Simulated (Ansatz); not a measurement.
`C[N](C)[In]([Cl])[Cl]` → 2 C• + 2 Cl• + 6 H• + In• + N•  (atomization)

Program: Ansatz. Geometries: PBE0-D4/def2-TZVP. ΔE: electronic, gas phase. CCSD(T)/CBS adds triple-zeta CCSD(T) − MP2 to the extrapolated MP2 energy (def2 sets, frozen cores). This one scheme is used for every species, atoms too. Functionals use def2-TZVPP. No spin–orbit coupling; open shells (•) take unrestricted orbitals. Spin–orbit coupling would lower the free atoms: a little for C, Cl; strongly for In. def2 core potentials past Kr. Bonds to In are less sure, by a few kJ/mol each and by 10 to 20 or more in all where they break to atoms, as the def2 sets lack core-valence functions. One conformer a species, not always the lowest.

Problem. What is ΔE at CCSD(T)/CBS? (Best estimate.)

Solution. The calculation gave: +4108.6 kJ/mol.

Problem. What do these levels give: r2SCAN-D4, PBE0-D4, B2PLYP, PBE-QIDH, BLYP, PBE0, BHLYP, MP2/def2-SVP, MP2/def2-TZVPP, HF/CBS(def2), MP2/CBS(def2), CCSD/CBS(def2)? (Best estimate.)

Solution. Ansatz gave: r2SCAN-D4 4099.1, PBE0-D4 4108.9, B2PLYP 4031.7, PBE-QIDH 4081.1, BLYP 3990.8, PBE0 4082.6, BHLYP 3926.2, MP2/def2-SVP 3919.1, MP2/def2-TZVPP 4053.5, HF/CBS(def2) 2944.6, MP2/CBS(def2) 4175.5, CCSD/CBS(def2) 4038.4 kJ/mol.

Largest T1 diagnostic among the species: 0.015.

The D4 term adds +48.9 kJ/mol with B3LYP and +26.3 kJ/mol with PBE0; it sums over pairs of atoms, weighted by their polarisabilities, and B3LYP, whose exchange is more repulsive, gets the larger term. From BLYP to BHLYP (50 % exact exchange), in def2-TZVPP and without D4, ΔE moves by −64.6 kJ/mol: exact exchange takes away binding that semilocal exchange gives to molecules. Leaving LDA and LC-ωPBE aside and taking each functional with its dispersion term where it has one, the values, not all of them listed here, spread over 205.6 kJ/mol, from BHLYP-D4 to PBE-D4. LDA lies +556.9 kJ/mol from PBE without D4, its usual overbinding.

B3LYP here is the variant with VWN-RPA as its local correlation; programs differ in this.

For atomizations the MP2-based limit and the directly extrapolated one differ by several kJ/mol either way, and by 10 to 25 for some Ge, Se and Sn compounds, so smaller differences from it don't rank the levels.
